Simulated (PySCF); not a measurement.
Computed IR spectrum (relative IR intensity) of a molecule CH6ClNSi. Geometry: PBE-D3(BJ)/def2-SVP. Other conformers were not sampled. All values below come from PySCF with PBE-D3(BJ)/def2-SVP. Frequencies are harmonic and unscaled.

Lines under 2 % of the strongest are left out, and lines within 2 cm⁻¹ are merged.

| ν (cm⁻¹) | relative intensity |
|---|---|
| 183 | 3.2 |
| 205 | 3.2 |
| 248 | 3.2 |
| 294 | 11 |
| 464 | 27 |
| 497 | 100 |
| 618 | 7.3 |
| 687 | 16 |
| 808 | 4.2 |
| 847 | 81 |
| 871 | 30 |
| 899 | 77 |
| 1220 | 14 |
| 1378 | 2.2 |
| 1499 | 19 |
| 2193 | 57 |
| 3478 | 11 |
| 3571 | 12 |

Which structure fits?
A) C[SiH](N)Cl
B) NC[SiH2]Cl
C) CN[SiH2]Cl

A, C[SiH](N)Cl
